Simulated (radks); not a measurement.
Results of a calculation; reference values are marked as such.
Isoelectronic series with 16 electrons, all held in the configuration [Ne] 3s2 3p4, which need not be the ground one along the series. Level of theory: scalar-relativistic Kohn-Sham, PBEsol, spin-polarised, spherical densities, finite nucleus; open shells are filled with parallel spins first (spin-orbit coupling, left out, can overturn this in heavy ions); Fermi nuclear charge, rms radius of each element as measured or else 0.836 A^(1/3) + 0.57 fm (a radial shooting solver on a logarithmic mesh with Libxc functionals). Total energies (hartree) and mean radii <r> (bohr):

ion,E (hartree),3p down,3p up,3s down
S,-398.43605,2.116,2.043,1.704
K3+,-598.28760,1.301,1.288,1.205
Ti6+,-841.21339,0.9692,0.9632,0.9375
Mn9+,-1127.42063,0.7775,0.7740,0.7689
Ni12+,-1457.25148,0.6506,0.6483,0.6521
Ga15+,-1831.13217,0.5598,0.5582,0.5662
Se18+,-2249.56413,0.4914,0.4902,0.5001
Rb21+,-2713.12098,0.4379,0.4370,0.4476
Zr24+,-3222.44943,0.3948,0.3941,0.4048
Tc27+,-3778.27219,0.3594,0.3588,0.3692
Pd30+,-4381.39763,0.3296,0.3291,0.3391
In33+,-5032.72244,0.3043,0.3039,0.3133
Te36+,-5733.23294,0.2826,0.2822,0.2909
Cs39+,-6484.0318,0.2636,0.2633,0.2713
Ce42+,-7286.3220,0.2469,0.2466,0.2539
Pm45+,-8141.4351,0.2320,0.2318,0.2383
Gd48+,-9050.8109,0.2188,0.2186,0.2244
